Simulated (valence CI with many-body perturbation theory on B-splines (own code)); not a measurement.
**Forbidden lines of Tm63+**

Method: valence CI with perturbative core correlation (CI+MBPT): four valence electrons over a frozen Dirac-Fock core [He], radial functions for each j: 11 s, 11 p, 9 d, 7 f, 5 g, 2 h, 1 i, with the one-electron correlation potential Σ1 (screened to all orders), the two-electron term Σ2, the three-electron term Σ3, Breit, model QED; selected single and double excitations, second order for the rest (own B-spline code, finite nucleus).

The last digits are not significant, and no measured levels were compared; by estimate large intervals hold to a few tenths of a per cent, small ones and those within an open d or f shell to about a per cent. Among the levels kept, up to 280 cm⁻¹ of a level comes from second order outside the variational space, and about a tenth of that is noise between levels of different J, which matters for small intervals.

Lines 1 to 50 of 56 in falling wavelength, among levels below 10696 eV, chosen from the decays that carry over 1 % of a level's rate. Wavelengths and rates use the calculated energies. Electric multipoles are in the length gauge, E1 and E2 with the static RPA response of the core. S is in atomic units (e²a₀⁴ for E2 and M2, e²a₀⁶ for E3), for M1 in squared Bohr magnetons. Weak lines are less certain than strong ones. Lines between different terms over intervals too small for the method are left out, as are lines whose strength nearly cancels. The highest levels of a list are the least certain.

Levels are named by their leading jj configuration (3d3/2^4 stands for four electrons in 3d with j = 3/2), which in mixed levels can hold well under half, so a name can repeat and another be missing. Letters in brackets count levels of one name in rising energy.

| λ vac (Å) | Upper | Lower | Type | A (s⁻¹) | S (a.u.) |
| --- | --- | --- | --- | --- | --- |
| 12.14 | (2s^2 2p1/2 2p3/2) J=1 | (2s^2 2p1/2^2) J=0 | M1 | 6.64e+09 | 1.32e+00 |
| 11.93 | (2s^2 2p1/2 2p3/2) J=2 | (2s^2 2p1/2^2) J=0 | E2 | 2.57e+07 | 2.78e-05 |
| 11.90 | (2s^2 2p3/2 3d5/2) J=4 | (2s^2 2p1/2 3d5/2) J=3 | M1 | 5.17e+09 | 2.91e+00 |
| 11.90 | (2s^2 2p3/2^2) J=2 | (2s^2 2p1/2 2p3/2) J=2 | M1 | 5.23e+09 | 1.64e+00 |
| 11.70 | (2s^2 2p3/2^2) J=2 | (2s^2 2p1/2 2p3/2) J=1 | M1 | 5.23e+09 | 1.55e+00 |
| 11.10 | (2s^2 2p3/2^2) J=0 | (2s^2 2p1/2 2p3/2) J=1 | M1 | 1.18e+10 | 6.01e-01 |
| 1.578 | (2s^2 2p3/2 3p1/2) J=2 | (2s^2 2p3/2^2) J=0 | E2 | 3.58e+11 | 1.56e-05 |
| 1.575 | (2s^2 2p1/2 3p1/2) J=1 | (2s^2 2p1/2 2p3/2) J=2 | E2 | 9.60e+11 | 2.49e-05 |
| 1.574 | (2s 2p1/2^2 3p1/2) J=0 | (2s 2p1/2^2 2p3/2) J=2 | E2 | 1.89e+12 | 1.63e-05 |
| 1.571 | (2s^2 2p1/2 3p1/2) J=1 | (2s^2 2p1/2 2p3/2) J=1 | E2 | 9.56e+11 | 2.45e-05 |
| 1.567 | (2s^2 2p3/2 3p1/2) J=1 | (2s^2 2p3/2^2) J=2 | E2 | 9.76e+11 | 2.47e-05 |
| 1.567 | (2s^2 2p3/2 3p1/2) J=2 | (2s^2 2p3/2^2) J=2 | E2 | 1.33e+12 | 5.62e-05 |
| 1.566 | (2s^2 2p1/2 3p1/2) J=0 | (2s^2 2p1/2 2p3/2) J=2 | E2 | 1.87e+12 | 1.58e-05 |
| 1.546 | (2s^2 2p3/2 3d5/2) J=4 | (2s 2p1/2 2p3/2^2) J=2 [b] | E2 | 2.66e+09 | 1.88e-07 |
| 1.534 | (2s 2p1/2 2p3/2 3p3/2) J=4 | (2s 2p1/2 2p3/2^2) J=2 [b] | E2 | 6.53e+10 | 4.46e-06 |
| 1.529 | (2s^2 2p3/2 3d5/2) J=4 | (2s 2p1/2 2p3/2^2) J=3 | E2 | 1.72e+10 | 1.16e-06 |
| 1.518 | (2s 2p1/2 2p3/2 3p3/2) J=4 | (2s 2p1/2 2p3/2^2) J=3 | E2 | 5.72e+11 | 3.71e-05 |
| 1.517 | (2s 2p1/2 2p3/2 3p3/2) J=0 [b] | (2s 2p1/2 2p3/2^2) J=2 [b] | E2 | 1.03e+12 | 7.37e-06 |
| 1.517 | (2s^2 2p3/2 3p3/2) J=2 | (2s^2 2p3/2^2) J=0 | E2 | 3.85e+11 | 1.38e-05 |
| 1.516 | (2s 2p1/2 2p3/2 3p3/2) J=1 [d] | (2s 2p1/2 2p3/2^2) J=2 [b] | E2 | 5.90e+11 | 1.26e-05 |
| 1.514 | (2s 2p1/2 2p3/2 3p3/2) J=1 [d] | (2s 2p1/2 2p3/2^2) J=1 [a] | E2 | 5.15e+11 | 1.10e-05 |
| 1.513 | (2s 2p1/2^2 3p3/2) J=2 | (2s 2p1/2^2 2p3/2) J=2 | E2 | 6.51e+11 | 2.31e-05 |
| 1.513 | (2s^2 2p1/2 3p3/2) J=2 | (2s^2 2p1/2 2p3/2) J=2 | E2 | 6.55e+11 | 2.31e-05 |
| 1.512 | (2s^2 2p1/2 3p3/2) J=1 | (2s^2 2p1/2 2p3/2) J=2 | E2 | 4.74e+11 | 1.00e-05 |
| 1.511 | (2s^2 2p3/2 3p3/2) J=3 | (2s^2 2p3/2^2) J=2 | E2 | 7.36e+11 | 3.63e-05 |
| 1.511 | (2s^2 2p3/2 3p3/2) J=1 | (2s^2 2p3/2^2) J=2 | E2 | 7.40e+11 | 1.56e-05 |
| 1.510 | (2s 2p1/2 2p3/2 3p3/2) J=4 | (2s 2p1/2 2p3/2^2) J=2 [a] | E2 | 3.71e+10 | 2.34e-06 |
| 1.509 | (2s^2 2p1/2 3p3/2) J=2 | (2s^2 2p1/2 2p3/2) J=1 | E2 | 2.87e+11 | 1.00e-05 |
| 1.509 | (2s^2 2p1/2 3p3/2) J=1 | (2s^2 2p1/2 2p3/2) J=1 | E2 | 4.67e+11 | 9.79e-06 |
| 1.502 | (2s^2 2p3/2 3p3/2) J=0 | (2s^2 2p3/2^2) J=2 | E2 | 1.93e+12 | 1.31e-05 |
| 1.500 | (2s 2p1/2 2p3/2 3p3/2) J=1 [d] | (2s 2p1/2 2p3/2^2) J=3 | E2 | 3.45e+11 | 7.02e-06 |
| 1.494 | (2s 2p1/2 2p3/2 3p3/2) J=0 [b] | (2s 2p1/2 2p3/2^2) J=2 [a] | E2 | 2.60e+11 | 1.73e-06 |
| 1.490 | (2s 2p1/2 2p3/2 3d5/2) J=5 | (2s 2p1/2 2p3/2^2) J=3 | M2 | 4.45e+10 | 3.21e-06 |
| 1.490 | (2s 2p1/2 2p3/2 3d5/2) J=5 | (2s 2p1/2 2p3/2^2) J=3 | E3 | 2.41e+09 | 1.38e-06 |
| 1.484 | (2s^2 2p3/2 3d5/2) J=4 | (2s^2 2p3/2^2) J=2 | M2 | 4.25e+10 | 2.46e-06 |
| 1.484 | (2s^2 2p3/2 3d5/2) J=4 | (2s^2 2p3/2^2) J=2 | E3 | 3.12e+09 | 1.41e-06 |
| 1.356 | (2s^2 2p3/2 3d5/2) J=4 | (2s 2p1/2^2 2p3/2) J=2 | E2 | 5.78e+09 | 2.13e-07 |
| 1.347 | (2s 2p1/2 2p3/2 3p3/2) J=4 | (2s 2p1/2^2 2p3/2) J=2 | E2 | 1.02e+12 | 3.64e-05 |
| 1.344 | (2s 2p1/2 2p3/2 3p3/2) J=1 [d] | (2s 2p1/2^2 2p3/2) J=1 | E2 | 5.61e+11 | 6.59e-06 |
| 1.342 | (2s^2 2p1/2 3p3/2) J=2 | (2s^2 2p1/2^2) J=0 | E2 | 9.22e+11 | 1.79e-05 |
| 1.341 | (2s^2 2p3/2 3p3/2) J=3 | (2s^2 2p1/2 2p3/2) J=2 | E2 | 4.76e+11 | 1.29e-05 |
| 1.341 | (2s^2 2p3/2 3p3/2) J=1 | (2s^2 2p1/2 2p3/2) J=2 | E2 | 9.78e+11 | 1.14e-05 |
| 1.339 | (2s^2 2p3/2 3p3/2) J=3 | (2s^2 2p1/2 2p3/2) J=1 | E2 | 6.85e+11 | 1.84e-05 |
| 1.337 | (2s^2 2p3/2 3p3/2) J=2 | (2s^2 2p1/2 2p3/2) J=2 | E2 | 7.97e+11 | 1.52e-05 |
| 1.334 | (2s^2 2p3/2 3p3/2) J=2 | (2s^2 2p1/2 2p3/2) J=1 | E2 | 3.46e+11 | 6.54e-06 |
| 1.333 | (2s^2 2p3/2 3p3/2) J=0 | (2s^2 2p1/2 2p3/2) J=2 | E2 | 1.12e+12 | 4.20e-06 |
| 1.325 | (2s 2p1/2 2p3/2 3d5/2) J=5 | (2s 2p1/2^2 2p3/2) J=2 | E3 | 6.20e+09 | 1.56e-06 |
| 1.319 | (2s^2 2p3/2 3d5/2) J=4 | (2s^2 2p1/2 2p3/2) J=2 | M2 | 2.34e+10 | 7.51e-07 |
| 1.319 | (2s^2 2p3/2 3d5/2) J=4 | (2s^2 2p1/2 2p3/2) J=2 | E3 | 2.52e+09 | 5.03e-07 |
| 1.317 | (2s^2 2p3/2 3d5/2) J=4 | (2s^2 2p1/2 2p3/2) J=1 | E3 | 4.35e+09 | 8.55e-07 |
